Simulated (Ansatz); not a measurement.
Program: Ansatz. Geometries: PBE0-D4/def2-TZVP. ΔE: electronic, gas phase. CBS: MP2 limit from def2 TZ/QZ plus the TZ coupled-cluster correction, frozen cores. This one scheme is used for every species. Functionals use def2-TZVPP. B3LYP here is the variant with VWN-RPA as its local correlation; programs differ in this. Elements past krypton have def2 core potentials. For Sn outer-core shells are correlated without core-valence functions, which leaves a few kJ/mol of doubt a bond. Each species was taken in one conformer, which may not be the lowest.

Reaction (formal exchange of groups at the Sn–Si bond): `[SiH3][SnH3]` + `[OH][AlH][SiH3]` → `[OH][Al]([SiH3])[SnH3]` + SiH₄

Question: Is it downhill or uphill in electronic energy at CCSD(T)/CBS, and by how much? (An estimate is asked.)

Answer: Computed: Downhill: ΔE = -5.4 kcal/mol.

Question: What do these levels give: B3LYP-D4, ωB97M-V, B2PLYP, B3LYP, CCSD(T)/def2-TZVPP, MP2/def2-QZVPP? (Estimate.)

Answer: The calculation gave: B3LYP-D4 -5.2, ωB97M-V -4.7, B2PLYP -5.3, B3LYP -5.1, CCSD(T)/def2-TZVPP -5.4, MP2/def2-QZVPP -5.4 kcal/mol.

Largest T1 diagnostic among the species: 0.014.
